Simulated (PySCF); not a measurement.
A geometry optimisation, step by step.

C5H13NO3Si.
Atom-mapped SMILES: `[CH3:1][O:2][SiH2:3][O:4][CH2:5][C:6](=[O:7])[N:8]([CH3:9])[CH3:10]` (hydrogens: H11, H12, H13 on C1; H14, H15 on Si3; H16, H17 on C5; H18, H19, H20 on C9; H21, H22, H23 on C10)

Method: PBE0-D3(BJ)/def2-SVP geometry optimisation, gas phase in PySCF 2.14.0; density fitting, grid level 1; the optimiser is geomeTRIC in internal coordinates, started from a GFN2-xTB structure with every atom displaced at random (about 0.01 Å). 8 of its 29 geometries are shown. The frame can shift and turn from step to step; on so coarse a grid that alone can change the energy by a few meV, and forces under 0.02 eV/Å are noise.

Step 0: E = -20877.6579 eV, largest atomic force 3.094 eV/Å
```
atom  x, y, z in Å  |  force x, y, z in eV/Å
C1      4.427   -0.129   -0.376   -2.440   1.883   0.276
O2      3.400    0.247   -1.281    1.484  -0.399   0.145
Si3     1.860    0.720   -0.960    0.690   1.019  -0.662
O4      1.370   -0.507   -0.011   -2.071  -1.512   1.265
C5      0.068   -0.723    0.468    1.328   1.157   0.361
C6     -0.917    0.321   -0.049    0.805  -0.672   0.250
O7     -0.512    1.229   -0.750    0.551   0.445  -0.421
N8     -2.187    0.172    0.300   -1.926  -0.286   0.650
C9     -2.690   -0.921    1.134   -0.199   0.310  -1.062
C10    -3.195    1.083   -0.206    1.082  -0.175  -1.807
H11     4.031   -0.835    0.355    0.136  -0.428   0.286
H12     4.775    0.777    0.166    0.196  -0.288   0.009
H13     5.204   -0.531   -0.953    1.622  -0.891  -0.802
H14     1.411    0.735   -2.321   -0.580   0.198  -0.916
H15     1.905    1.958   -0.188    0.021   0.651   0.230
H16    -0.267   -1.707    0.194   -0.329  -0.963  -0.185
H17     0.090   -0.653    1.576   -0.156  -0.164  -0.098
H18    -2.689   -1.863    0.566   -0.070  -0.160   0.031
H19    -2.089   -1.056    2.017    0.337  -0.056   0.709
H20    -3.737   -0.701    1.417    0.376  -0.015   0.031
H21    -3.955    0.547   -0.812    0.183   0.045   0.182
H22    -3.680    1.593    0.592   -0.625   0.704   1.013
H23    -2.675    1.815   -0.876   -0.415  -0.402   0.515
```

Step 4: E = -20878.0690 eV, largest atomic force 0.233 eV/Å
```
atom  x, y, z in Å  |  force x, y, z in eV/Å
C1      4.302   -0.080   -0.519   -0.043   0.079   0.066
O2      3.376    0.278   -1.495    0.048  -0.096  -0.074
Si3     1.792    0.717   -1.196    0.005   0.135   0.100
O4      1.305   -0.601   -0.244   -0.028  -0.017  -0.065
C5      0.111   -0.795    0.399    0.058   0.129   0.019
C6     -0.897    0.260   -0.027   -0.150   0.022   0.039
O7     -0.515    1.161   -0.767    0.181  -0.120  -0.085
N8     -2.161    0.173    0.433   -0.027  -0.036   0.072
C9     -2.592   -0.924    1.268   -0.066   0.011  -0.004
C10    -3.145    1.144    0.008    0.017  -0.013  -0.023
H11     3.909   -0.855    0.164    0.004  -0.006   0.000
H12     4.612    0.787    0.099   -0.011  -0.011   0.006
H13     5.207   -0.481   -1.001    0.032  -0.005  -0.038
H14     1.263    0.801   -2.575   -0.029  -0.015  -0.003
H15     1.849    1.987   -0.415    0.034  -0.004   0.001
H16    -0.288   -1.805    0.193   -0.020  -0.013  -0.030
H17     0.231   -0.728    1.501    0.005  -0.021  -0.008
H18    -2.765   -1.851    0.694   -0.018   0.005  -0.003
H19    -1.862   -1.137    2.062    0.009  -0.009   0.003
H20    -3.535   -0.649    1.758    0.006  -0.001   0.008
H21    -3.939    0.668   -0.590    0.005  -0.002  -0.004
H22    -3.608    1.632    0.880   -0.008   0.008   0.025
H23    -2.641    1.902   -0.603   -0.005  -0.018  -0.001
```

Step 8: E = -20878.0785 eV, largest atomic force 0.085 eV/Å
```
atom  x, y, z in Å  |  force x, y, z in eV/Å
C1      4.289   -0.030   -0.497   -0.021   0.056   0.007
O2      3.370    0.276   -1.499   -0.002  -0.074  -0.007
Si3     1.776    0.693   -1.203    0.024   0.081  -0.003
O4      1.301   -0.650   -0.279   -0.010  -0.039  -0.011
C5      0.112   -0.846    0.374    0.012   0.037   0.020
C6     -0.892    0.215   -0.046   -0.013  -0.019   0.025
O7     -0.496    1.088   -0.813    0.018  -0.022  -0.010
N8     -2.149    0.167    0.435   -0.030   0.029   0.027
C9     -2.611   -0.908    1.285    0.013  -0.004  -0.018
C10    -3.110    1.161    0.011   -0.004  -0.019  -0.041
H11     3.918   -0.819    0.183    0.005  -0.010  -0.004
H12     4.542    0.854    0.122   -0.006  -0.004   0.006
H13     5.223   -0.390   -0.957    0.018   0.003  -0.008
H14     1.265    0.789   -2.589    0.000  -0.004   0.000
H15     1.833    1.950   -0.399    0.010  -0.004   0.005
H16    -0.297   -1.851    0.158   -0.009  -0.007  -0.010
H17     0.240   -0.793    1.476   -0.003  -0.006  -0.003
H18    -2.851   -1.822    0.716   -0.011   0.004  -0.002
H19    -1.868   -1.160    2.055    0.010  -0.011  -0.005
H20    -3.523   -0.583    1.804    0.011   0.007   0.013
H21    -3.925    0.700   -0.572   -0.003  -0.002   0.005
H22    -3.546    1.673    0.883   -0.005   0.008   0.007
H23    -2.593    1.893   -0.620   -0.005   0.000   0.007
```

Step 12: E = -20878.0903 eV, largest atomic force 0.107 eV/Å
```
atom  x, y, z in Å  |  force x, y, z in eV/Å
C1      4.284    0.080   -0.469    0.033  -0.032  -0.010
O2      3.371    0.194   -1.515   -0.042   0.036   0.038
Si3     1.769    0.610   -1.240    0.027  -0.104   0.006
O4      1.277   -0.751   -0.342    0.008   0.099  -0.005
C5      0.097   -0.917    0.335   -0.034  -0.061  -0.034
C6     -0.890    0.169   -0.060    0.035   0.025   0.020
O7     -0.491    1.019   -0.854    0.012  -0.007   0.019
N8     -2.132    0.173    0.460   -0.025  -0.014  -0.043
C9     -2.623   -0.881    1.316    0.030   0.006   0.016
C10    -3.081    1.171    0.022   -0.009   0.016   0.007
H11     4.060   -0.784    0.186   -0.001   0.004  -0.005
H12     4.308    0.986    0.171   -0.004  -0.004   0.004
H13     5.297   -0.063   -0.879   -0.010   0.008  -0.003
H14     1.277    0.709   -2.632   -0.015   0.008   0.001
H15     1.845    1.852   -0.413   -0.011   0.006  -0.011
H16    -0.348   -1.906    0.110    0.013   0.005   0.013
H17     0.248   -0.887    1.434    0.002   0.018   0.006
H18    -3.071   -1.712    0.744   -0.012   0.009  -0.002
H19    -1.823   -1.284    1.951    0.004  -0.010  -0.010
H20    -3.395   -0.472    1.984    0.003   0.003   0.005
H21    -3.917    0.706   -0.527    0.001  -0.001  -0.006
H22    -3.492    1.717    0.887    0.000  -0.006  -0.002
H23    -2.564    1.875   -0.640   -0.004  -0.004  -0.004
```

Step 16: E = -20878.0975 eV, largest atomic force 0.048 eV/Å
```
atom  x, y, z in Å  |  force x, y, z in eV/Å
C1      4.312    0.061   -0.487   -0.014   0.003   0.014
O2      3.370    0.181   -1.505    0.021   0.000  -0.018
Si3     1.774    0.600   -1.223   -0.010   0.042  -0.016
O4      1.294   -0.719   -0.267    0.002  -0.040   0.027
C5      0.104   -0.895    0.390    0.008   0.024   0.000
C6     -0.891    0.171   -0.046    0.006   0.011   0.009
O7     -0.482    1.018   -0.836   -0.008  -0.005  -0.003
N8     -2.147    0.165    0.439   -0.010  -0.015  -0.005
C9     -2.651   -0.864    1.315   -0.013   0.011   0.001
C10    -3.093    1.157   -0.021    0.007  -0.013  -0.012
H11     4.204   -0.890    0.066   -0.001  -0.001   0.004
H12     4.243    0.884    0.254    0.004   0.001  -0.004
H13     5.326    0.090   -0.919    0.002  -0.005  -0.002
H14     1.262    0.653   -2.611    0.001  -0.005  -0.001
H15     1.850    1.875   -0.448    0.008  -0.003  -0.001
H16    -0.314   -1.899    0.183   -0.009  -0.003  -0.005
H17     0.235   -0.828    1.490    0.001  -0.010  -0.003
H18    -3.242   -1.618    0.765   -0.002   0.003   0.003
H19    -1.837   -1.375    1.841    0.001  -0.003  -0.001
H20    -3.304   -0.411    2.076    0.004   0.001   0.005
H21    -3.916    0.684   -0.582   -0.001  -0.001   0.004
H22    -3.521    1.704    0.835   -0.001   0.006   0.000
H23    -2.569    1.860   -0.678    0.001   0.002   0.003
```

Step 20: E = -20878.1017 eV, largest atomic force 0.070 eV/Å
```
atom  x, y, z in Å  |  force x, y, z in eV/Å
C1      4.308    0.023   -0.420    0.013  -0.004  -0.010
O2      3.391    0.103   -1.465   -0.019   0.013   0.017
Si3     1.792    0.544   -1.218    0.012  -0.065   0.021
O4      1.304   -0.741   -0.213   -0.002   0.053  -0.030
C5      0.089   -0.919    0.393   -0.012  -0.032  -0.005
C6     -0.885    0.157   -0.067    0.005   0.000  -0.008
O7     -0.450    0.986   -0.863    0.007   0.003   0.004
N8     -2.152    0.176    0.386    0.010   0.025   0.022
C9     -2.690   -0.787    1.314    0.009  -0.017  -0.007
C10    -3.059    1.200   -0.080   -0.009   0.004  -0.003
H11     4.161   -0.887    0.191   -0.003   0.002   0.003
H12     4.249    0.895    0.264    0.000   0.001  -0.001
H13     5.331   -0.006   -0.830   -0.003  -0.003   0.001
H14     1.297    0.537   -2.614   -0.005   0.004   0.001
H15     1.880    1.849   -0.498   -0.008   0.001   0.001
H16    -0.335   -1.913    0.147    0.009   0.002   0.008
H17     0.179   -0.880    1.497   -0.001   0.013   0.004
H18    -3.474   -1.400    0.838   -0.003   0.002   0.001
H19    -1.912   -1.459    1.690    0.000   0.001  -0.003
H20    -3.139   -0.273    2.180    0.001   0.002  -0.002
H21    -3.911    0.750   -0.616   -0.001   0.000  -0.002
H22    -3.452    1.782    0.770    0.002   0.000  -0.002
H23    -2.515    1.868   -0.757   -0.002  -0.004  -0.007
```

Step 24: E = -20878.1021 eV, largest atomic force under 0.02 eV/Å
```
atom  x, y, z in Å  |  force x, y, z in eV/Å
C1      4.327   -0.041   -0.379   -0.005  -0.001   0.002
O2      3.405    0.011   -1.421    0.003  -0.001  -0.001
Si3     1.816    0.492   -1.195    0.001  -0.001   0.005
O4      1.302   -0.739   -0.141   -0.002  -0.004  -0.009
C5      0.067   -0.906    0.428    0.003   0.008   0.009
C6     -0.885    0.171   -0.072    0.004   0.003  -0.006
O7     -0.423    0.990   -0.863   -0.003  -0.003   0.002
N8     -2.164    0.205    0.349   -0.004  -0.003   0.002
C9     -2.728   -0.737    1.282   -0.001   0.003   0.002
C10    -3.045    1.245   -0.131    0.001   0.000  -0.001
H11     4.120   -0.876    0.315    0.001  -0.001   0.000
H12     4.341    0.893    0.220    0.000  -0.001   0.001
H13     5.339   -0.185   -0.792    0.002   0.001   0.000
H14     1.318    0.438   -2.589    0.002  -0.001   0.000
H15     1.924    1.826   -0.533   -0.003   0.001  -0.002
H16    -0.351   -1.902    0.181    0.001  -0.002   0.001
H17     0.124   -0.852    1.534   -0.001   0.001   0.000
H18    -3.608   -1.236    0.842    0.001  -0.001   0.000
H19    -2.005   -1.511    1.559   -0.001   0.001  -0.001
H20    -3.055   -0.227    2.205    0.000   0.001  -0.001
H21    -3.908    0.807   -0.659    0.000   0.000   0.000
H22    -3.422    1.851    0.709    0.000   0.001  -0.001
H23    -2.485    1.888   -0.820    0.000  -0.001  -0.001
```

Step 28: E = -20878.1022 eV, largest atomic force under 0.02 eV/Å
```
atom  x, y, z in Å  |  force x, y, z in eV/Å
C1      4.325   -0.047   -0.374    0.001  -0.001   0.002
O2      3.407    0.014   -1.419    0.000   0.000  -0.001
Si3     1.818    0.493   -1.196    0.001   0.007   0.001
O4      1.302   -0.739   -0.145   -0.003  -0.010  -0.004
C5      0.068   -0.903    0.427    0.001   0.004   0.002
C6     -0.885    0.172   -0.075    0.000  -0.001   0.001
O7     -0.425    0.989   -0.870    0.001   0.001   0.000
N8     -2.163    0.207    0.348    0.000   0.000  -0.002
C9     -2.728   -0.734    1.283    0.000   0.000  -0.001
C10    -3.045    1.245   -0.135    0.000   0.000  -0.001
H11     4.121   -0.893    0.309    0.000   0.000   0.000
H12     4.332    0.879    0.238   -0.001   0.000   0.000
H13     5.340   -0.180   -0.784   -0.001   0.000   0.001
H14     1.324    0.443   -2.591    0.001  -0.003   0.000
H15     1.921    1.826   -0.530    0.000   0.000  -0.001
H16    -0.350   -1.900    0.186    0.000   0.000   0.002
H17     0.127   -0.845    1.533    0.000   0.002   0.001
H18    -3.600   -1.243    0.839    0.000   0.001   0.001
H19    -2.000   -1.500    1.570    0.000   0.001   0.001
H20    -3.065   -0.221    2.199    0.000   0.001   0.000
H21    -3.908    0.805   -0.662    0.000   0.000   0.000
H22    -3.423    1.853    0.704    0.000   0.001  -0.001
H23    -2.486    1.886   -0.825    0.000   0.000  -0.001
```

Problem. Summarise the path.

Solution. The energy falls by 42.87 kJ/mol from step 0 to step 28; nine tenths of that is first reached at step 3. It rises by more than 0.2 meV at steps 22 and 23. The largest force goes from 3.094 to under 0.02 eV/Å. Among the bonds Si3–O4 changes most, from 1.626 to 1.700 Å; the atoms move by 0.422 Å rms after alignment.

Problem. Follow the three bonds and two angles with the largest change from start to end.

Solution. 
```
step  E above end (kJ/mol)  largest force (eV/Å)  Si3–O4 (Å)  C1–H13 (Å)  Si3–H14 (Å)  C1–O2–Si3 (°)  H11–C1–H13 (°)
   0                 42.87                 3.094       1.626       1.048        1.434          129.0           112.9
   1                  6.31                 0.766       1.709       1.120        1.481          126.4           107.7
   2                  5.65                 0.519       1.698       1.106        1.480          125.6           107.7
   4                  3.20                 0.233       1.697       1.101        1.480          124.9           107.9
   5                  2.86                 0.177       1.697       1.102        1.480          124.8           107.9
   6                  2.73                 0.095       1.699       1.103        1.481          124.4           108.0
   7                  2.47                 0.084       1.698       1.102        1.480          124.2           107.9
   9                  2.13                 0.072       1.700       1.102        1.480          123.2           107.9
  10                  1.86                 0.054       1.701       1.103        1.480          122.6           107.8
  11                  1.49                 0.093       1.703       1.103        1.480          121.7           107.8
  12                  1.15                 0.107       1.703       1.103        1.480          121.5           107.8
  13                  0.75                 0.083       1.701       1.103        1.480          122.0           107.9
  15                  0.53                 0.041       1.698       1.102        1.480          122.9           107.9
  16                  0.46                 0.048       1.698       1.103        1.480          122.9           107.9
  17                  0.37                 0.032       1.699       1.103        1.480          122.8           107.9
  18                  0.28                 0.026       1.700       1.103        1.480          122.5           107.9
  19                  0.17                 0.047       1.702       1.103        1.481          122.3           107.9
  21                 -0.03                 0.059       1.703       1.103        1.481          122.3           107.9
  22                 -0.01                 0.028       1.701       1.102        1.481          122.4           107.9
  23                  0.03            under 0.02       1.700       1.102        1.481          122.6           107.9
  24                  0.01            under 0.02       1.700       1.102        1.481          122.5           107.9
  26                  0.00            under 0.02       1.700       1.103        1.481          122.6           107.9
  27                  0.00            under 0.02       1.700       1.103        1.481          122.6           107.9
  28                  0.00            under 0.02       1.700       1.103        1.481          122.6           107.9
```

The cost below is that of the whole optimisation. Hardware: one thread of an Arm Neoverse V1 (shared host). Cost: 12 min of wall time, 1.0 GiB resident at most.
